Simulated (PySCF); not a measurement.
Below is a simulated gas-phase C 1s photoelectron spectrum of `C[Si@H]1[SiH2][Si@H](C2CC2)[SiH2]1`.

Every computed line was given a Gaussian of 0.7 eV full width at half maximum and an area set by the number of equivalent atoms; the highest printed point is 100. The calculation used delta-SCF UKS SCAN, pcX-2 on the ionised atom, pcseg-1 elsewhere, spin-free X2C (PySCF 2.14.0).

binding energy (eV), intensity and a bar:
```
    289.0          0 
    289.1          1 
    289.2          2 
    289.3          4 #
    289.4          9 ###
    289.5         17 #####
    289.6         28 ########
    289.7         43 #############
    289.8         60 ##################
    289.9         75 #######################
    290.0         88 ##########################
    290.1         96 #############################
    290.2        100 ##############################
    290.3        100 ##############################
    290.4         96 #############################
    290.5         87 ##########################
    290.6         74 ######################
    290.7         58 #################
    290.8         42 ############
    290.9         27 ########
    291.0         16 #####
    291.1          8 ##
    291.2          4 #
    291.3          2 
    291.4          1 
    291.5          0
```

**Question.** How many maxima does the curve show, and how many computed lines lie under it?

**Answer.** The curve has 1 maximum (at 290.2 eV). Under it lie 3 lines from 3 inequivalent carbon sites. At this width some lines have no maximum of their own.

**Question.** Decompose the envelope and assign each component. Numbering: `[CH3:1][Si@H:2]1[SiH2:3][Si@H:4]([CH:5]2[CH2:6][CH2:7]2)[SiH2:8]1`.

**Answer.** 
```
position (eV)  relative area  line  atoms                  environment
       290.00              1  C 1s     C5  sp3 carbon bound to silicon
       290.01              1  C 1s     C1             Si-methyl carbon
       290.48              2  C 1s  C6/C7   three-membered-ring carbon
```

**Question.** What are the centre and the root-mean-square width of the whole band?

**Answer.** The area-weighted mean of the lines is 290.24 eV. Their own spread about it is 0.24 eV (rms) and each Gaussian has σ = 0.7/2.355 = 0.30 eV; the variances add, which gives 0.38 eV.

The listed C 1s values span 0.48 eV, from C5 (bonded to 2 C, H and Si) to C6/C7 (bonded to 2 C and 2 H). Summing the Pauling electronegativity differences to the bonded atoms, each weighted by its formal bond order, gives -1.00 for the lowest site and -0.70 for the highest; no listed site has a larger sum than the highest. The smallest sum, -1.70, belongs to C1, 0.01 eV above the lowest. The values 290.00 and 290.01 eV lie too close for their order to be trusted.

No satellites, vibrations or lifetime broadening are included. Topologically equivalent atoms share the value of their first member; where this conformer doesn't relate them by symmetry, their own values could differ. One conformer (not necessarily the lowest) at the PBE0-D3(BJ)/def2-SVP geometry, without solvent, vibrations or thermal averaging.

Conformer computed: `[CH3:1][Si@H:2]1[SiH2:3][Si@H:4]([CH:5]2[CH2:6][CH2:7]2)[SiH2:8]1`: Si3–Si4–C5–C6 -21°.
